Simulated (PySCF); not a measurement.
**V₂: frontier orbitals**

M06-L at R = 2.395 Å; basis V x2c-TZVPPall; spin-free X2C with a Gaussian nucleus; PySCF 2.14. State: Ms = 0 determinant of mixed spin (⟨S²⟩ near 3.4), unpaired electrons δ ↑↓. Only the outer orbitals are listed.

```csv
spin,orbital,occ.,ε (eV),main shells (%)
α,π,1,-39.92,100 p
α,π,1,-39.92,100 p
α,σ,1,-39.07,100 p
α,σg,1,-4.61,101 s
α,δ,1,-3.92,100 d
α,π,1,-3.53,97 d
α,π,1,-3.53,97 d
α,σ,1,-3.18,90 d
α,δ,0,-2.41,100 d
α,σ,0,-2.36,"70 p, 17 s, 12 d"
α,π,0,-1.37,"88 p, 12 d"
β,π,1,-39.89,100 p
β,π,1,-39.89,100 p
β,σ,1,-39.07,100 p
β,σg,1,-4.61,101 s
β,δ,1,-3.67,100 d
β,π,1,-3.55,97 d
β,π,1,-3.55,97 d
β,σ,1,-3.18,90 d
β,δ,0,-2.64,100 d
β,σ,0,-2.36,"70 p, 18 s, 12 d"
β,π,0,-1.37,"88 p, 12 d"
```

Problem. Which are the highest filled and the lowest empty level, where do they sit, and how wide is the gap?

Solution. Highest filled α σ at -3.18 eV (in %: 90 d); lowest empty β δ at -2.64 eV (in %: 100 d); the gap at M06-L is 0.54 eV.

```json
{
 "bond order (Mayer)": "1.72",
 "⟨S²⟩": "3.403"
}
```

Shares are Mulliken populations and can fall outside 0 to 100 %.

Closed-shell solutions of metal pairs were not tested for spin polarisation, which can lower them a little. With d or f electrons several states lie close, and the lowest PBE0 determinant need not be the measured ground state.
